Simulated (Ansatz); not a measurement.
ClF2Ga, SMILES `[F][Ga]([F])[Cl]`. The species carries charge 0 and has multiplicity 1.

Task: What are the harmonic wavenumbers in cm⁻¹ at PBE0-D4/def2-TZVP (Ansatz, finite differences of forces, unscaled)? (Estimate.)

Result: Computed: 143, 181, 189, 448, 703, 741.

Task: Is this a minimum?

Result: Yes, all 6 modes are real.

Task: Give the ideal-gas thermochemistry at 298.15 K and 1 bar (rigid rotor, harmonic oscillator; point group C2v, symmetry number 2).

Result: Zero-point energy 14.4 kJ/mol; H(298) − E = 30.3 kJ/mol; entropy 312.8 J/(mol·K), of which translation 170.8, rotation 105.7, vibration 36.3; G(298) − E = -62.9 kJ/mol.

Task: Rotational constants (cm⁻¹)?

Result: 0.2049, 0.09583, 0.06529.
